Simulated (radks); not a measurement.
Values are calculated unless marked as measured or tabulated.
Problem. Radial electron density D(r) = 4 pi r^2 rho(r) of an atom or ion with 28 electrons. Level of theory: Dirac Kohn-Sham, LDA (Slater exchange, Perdew-Wang correlation), spin-unpolarised, spherical densities, finite nucleus; Fermi nuclear charge, rms radius of each element as measured or else 0.836 A^(1/3) + 0.57 fm (a radial shooting solver on a logarithmic mesh with Libxc functionals).

```
   r/bohr * D(r) (the largest magnitude, 63, reaches the edge; | marks zero)
 0.002015 | *
  0.00229 |  *
 0.002603 |   *
 0.002935 |   *
 0.003336 |    *
 0.003791 |      *
 0.004274 |       *
 0.004858 |         *
 0.005477 |           *
 0.006225 |             *
 0.007075 |                *
 0.007978 |                   *
 0.009067 |                      *
  0.01031 |                          *
  0.01162 |                             *
  0.01321 |                                 *
  0.01489 |                                    *
  0.01692 |                                       *
  0.01923 |                                          *
  0.02169 |                                            *
  0.02465 |                                            *
  0.02779 |                                            *
  0.03158 |                                           *
   0.0359 |                                         *
  0.04047 |                                       *
    0.046 |                                      *
  0.05228 |                                     *
  0.05895 |                                      *
    0.067 |                                        *
  0.07554 |                                            *
  0.08585 |                                                 *
  0.09758 |                                                    *
     0.11 |                                                      *
    0.125 |                                                     *
   0.1421 |                                                 *
   0.1602 |                                            *
   0.1821 |                                      *
   0.2053 |                                  *
   0.2334 |                                 *
   0.2652 |                                  *
   0.2991 |                                     *
   0.3399 |                                       *
   0.3832 |                                       *
   0.4356 |                                   *
    0.495 |                            *
   0.5582 |                     *
   0.6344 |             *
    0.721 |       *
   0.8129 |   *
   0.9239 | *
    1.042 |*
    1.184 *
    1.346 *
    1.517 *
    1.724 *
     1.96 *
```

What is the nuclear charge?

Solution. Z = 41. The innermost maximum, from 1s, lies near gamma/Z bohr with gamma = sqrt(1 - (Z/c)^2) = 0.954, here 0.0233 bohr (found: 0.0254), and its height grows with Z. The density is that of the niobium ion Nb13+ in [Ar] 3d10; the configuration itself is not fixed sharply by these data, and Z only to a few units. D(r) has 3 maxima, at r = 0.0254, 0.113, 0.357 bohr, and minima at 0.0519, 0.232 bohr, inside which lie 2.07, 11.22 electrons.
